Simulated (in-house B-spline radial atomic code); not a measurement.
**The technetium ion Tc⁸⁺: [Ar] 3d9 4s2 4p5 5s1 (an excited or competing configuration)**

All numbers are computed (non-relativistic SCAN, spin-polarised, spherical fractional occupations; point nucleus) with an all-electron radial atomic-structure program (B-spline basis), not measured.

Screening seen three ways: the hydrogenic charge with the same mean radius, Z_r = [3n² - l(l+1)]/(2<r>), the one with the same energy, Z_e = n√(-2ε), and Slater's rules. Values are occupation-weighted means over spin.

| shell | electrons | ε (eV) | <r> (bohr) | Z_r | Z_e | Slater |
| --- | --- | --- | --- | --- | --- | --- |
| 1s | 2 | -20536 | 0.03545 | 42.31 | 38.85 | 42.70 |
| 2s | 2 | -3042.7 | 0.1545 | 38.84 | 29.91 | 38.85 |
| 2p | 6 | -2819.7 | 0.1325 | 37.75 | 28.79 | 38.85 |
| 3s | 2 | -664.1 | 0.4217 | 32.01 | 20.96 | 31.75 |
| 3p | 6 | -576.98 | 0.4153 | 30.10 | 19.54 | 31.75 |
| 3d | 9 | -419.75 | 0.389 | 26.99 | 16.66 | 22.20 |
| 4s | 2 | -202.43 | 0.9942 | 24.14 | 15.43 | 16.45 |
| 4p | 5 | -173.98 | 1.041 | 22.09 | 14.30 | 16.45 |
| 5s | 1 | -90.722 | 1.986 | 18.88 | 12.91 | 10.05 |

The least bound orbital is 5s up at -90.72 eV, and it is also the most diffuse (<r> = 1.986 bohr). The part-filled 3d shell lies below the filled 4s shell in orbital energy.
